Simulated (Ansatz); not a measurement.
The cluster Ca₄Se₃⁺. Total charge 1; doublet. Geometry PBE-D4/def2-SVP; atoms count from 1.

```xyz
7

Ca   -2.013   -0.257   -1.381
Ca    1.713    0.655   -1.620
Ca    0.612   -2.309    0.574
Ca   -0.191    1.160    1.473
Se   -1.784   -1.155    1.188
Se   -0.586    2.061   -1.169
Se    2.248   -0.155    0.934
```

The structure comes from a short search, and lower isomers may exist.

(1) Estimate the Mulliken populations from the PBE0/def2-SVP orbitals of Ansatz.

(2) Where does the spin sit?

(3) And the Mayer bond orders between heavy atoms (over 0.3)?

Answers

(1) 
| atom | charge (e) | spin (α − β) |
| --- | --- | --- |
| Ca1 | 0.76 | 0.32 |
| Ca2 | 0.75 | 0.32 |
| Ca3 | 0.76 | 0.32 |
| Ca4 | 0.93 | 0.00 |
| Se5 | -0.73 | 0.01 |
| Se6 | -0.73 | 0.01 |
| Se7 | -0.73 | 0.01 |
Mulliken values depend strongly on the basis.

(2) Summed by element: Ca 0.96, Se 0.04, of 1 unpaired in all. Largest on single atoms: Ca2 0.32, Ca1 0.32, Ca3 0.32.

(3) Ca1–Se5 0.73 (2.73 Å); Ca1–Se6 0.73 (2.73 Å); Ca2–Se6 0.73 (2.73 Å); Ca2–Se7 0.73 (2.73 Å); Ca3–Se5 0.73 (2.73 Å); Ca3–Se7 0.73 (2.73 Å); Ca4–Se5 0.57 (2.82 Å); Ca4–Se6 0.57 (2.82 Å); Ca4–Se7 0.57 (2.82 Å).
